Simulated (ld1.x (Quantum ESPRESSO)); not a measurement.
**La, TM: configuration errors across variants**

ld1.x (Quantum ESPRESSO) 7.5 input, shortened:

```
&input
   title='La', zed=57., rel=1, dft='BLYP', iswitch=3,
   config='[Xe] 4f0 5d1 6s1 6p0'
 /
 &inputp
   pseudotype=2, tm=.true., lloc=3,
   nlcc=.true., new_core_ps=.true., rcore=1.60
 /
4
6S  1  0   1.00   0.00  2.70  2.70  0.0
5P  2  1   6.00   0.00  1.70  1.70  0.0
5D  3  2   1.00   0.00  3.80  3.80  0.0
4F  4  3   0.00   0.00  1.95  1.95  0.0
 &test
   configts(1)='4f0 5p6 5d1 6s1 6p0'
 /
```

All-electron excitation energies from the reference (eV): (1) 4f0 5p6 5d1 6s2 6p0 -5.870; (2) 4f0 5p6 5d1 6s0 6p0 10.962; (3) 4f0 5p6 5d0 6s0 6p0 29.829; (4) 4f0 5p6 5d1 6s1.5 6p0 -3.537; (5) 4f1 5p6 5d0 6s1 6p0 0.329; (6) 4f0 5p6 5d0 6s2 6p0 0.324.

Tests that are not counted but printed errors over 1 eV. “base”: 4f0 5p6 5d1 6s1 6p1 (solver errors, printed error -405 eV). “core correction Bessel-smoothed model core inside 1.34 bohr”: 4f0 5p6 5d1 6s1 6p1 (solver errors, printed error -17.8 eV). “wave 5p (bound): rc 1.70 bohr becomes 5p (bound): rc 1.36 bohr”: 4f0 5p6 5d1 6s1 6p1 (solver errors, printed error -7.7 eV). “wave 6s (bound): rc 2.70 bohr becomes 6s (bound): rc 3.26 bohr”: 4f0 5p6 5d1 6s1 6p1 (solver errors, printed error -498 eV). “all radii but the core radius scaled by about 1.32 (s 3.56, p 2.24, d 5.00, f 2.56 bohr)”: 4f1 5p6 5d0 6s1 6p0 (pseudo-atom not self-consistent, printed error -47.6 eV).

5 further variants failed, have other tests or another functional or relativity, and are left out.

A true bound ghost makes a file unfit for plane-wave use even where its test errors are small: the radial tests pick states by their node count and pass the ghost by. Where a test does run into it, the solver fails or the error is huge.

Errors AE − PS in meV (a dash: test not solved or not reliable):

| change | (1) | (2) | (3) | (4) | (5) | (6) | bound ghosts |
| --- | --- | --- | --- | --- | --- | --- | --- |
| base | +1.8 | -7.6 | -8.5 | +0.6 | -108 | -5.9 | s, p |
| core correction Bessel-smoothed model core inside 1.34 bohr | +1.6 | -8.2 | -9.0 | +0.5 | -177 | -6.9 | s, p |
| wave 5p (bound): rc 1.70 bohr becomes 5p (bound): rc 1.36 bohr | +1.8 | -7.9 | -8.8 | +0.6 | -167 | -7.2 | s, p |
| wave 6s (bound): rc 2.70 bohr becomes 6s (bound): rc 3.26 bohr | +3.7 | -1.8 | +27 | +1.2 | -125 | -20 | s, p |
| all radii but the core radius scaled by about 1.32 (s 3.56, p 2.24, d 5.00, f 2.56 bohr) | -0.2 | -6.9 | +150 | +0.1 | – | +22 | s, p |

Task: Give the same row for: wave 4f (bound): rc 1.95 bohr becomes 4f (bound): rc 2.34 bohr.

Result: +0.8, -5.8, –, +0.4, –, –; bound ghosts: s, p. Not counted: 4f1 5p6 5d0 6s1 6p0 (solver errors, printed error -511 eV); 4f0 5p6 5d0 6s2 6p0 (solver errors, printed error -314 eV); 1 more.
